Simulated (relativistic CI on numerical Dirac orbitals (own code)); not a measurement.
W3+: L2,3 absorption edge

Computed with this model: Dirac-Coulomb-Breit CI, KLI orbitals optimised for each configuration, a model potential for QED, valence Slater integrals scaled by 0.8, multiplet model of core-to-valence dipole absorption; configurations [Xe] 4f14 5d3 → [He] 2s2 2p5 3s2 3p6 3d10 4s2 4p6 4d10 4f14 5s2 5p6 5d4; 300 K; Lorentzian 3 eV and Gaussian 1 eV FWHM. Energies are those of the free ion, without screening or charge transfer. The branching ratio is the share of the lower-energy edge in the whole absorption, uncertain by about 0.02 where the edges overlap. S is read from ⟨S²⟩ = S(S + 1).

Field parameters in Wybourne normalisation: D3d B²₀ = −7Dσ, B⁴₀ = −14Dq − 21Dτ, B⁴₃ = −14√(10/7) Dq; D4h B²₀ = −7Ds, B⁴₀ = 21(Dq − Dt), B⁴₄ = 21√(5/14) Dq. The field is a parameter set, without covalency.

Case D4h, 10Dq = 14000, Ds = 500, Dt = 580 cm⁻¹, the dichroism is that of the ground state at zero temperature, magnetised by exchange field 10 meV on Sz. The dichroism I(Δm = −1) − I(Δm = +1), over the sum of the three polarisations, integrates to -0.0065 on the lower edge and 0.0268 on the upper edge. The branching ratio is 0.775.

(1) Use the orbital sum rule with 7 holes to get ⟨Lz⟩.

Answers

(1) For a p → d edge ⟨Lz⟩ = 2 × n_h × (sum of both integrals) in this sign convention = 0.28; the ground state itself has ⟨Lz⟩ = 0.35 and ⟨Sz⟩ = -0.49. The rule assumes one radial integral for both edges, which relativistic orbitals only approach.
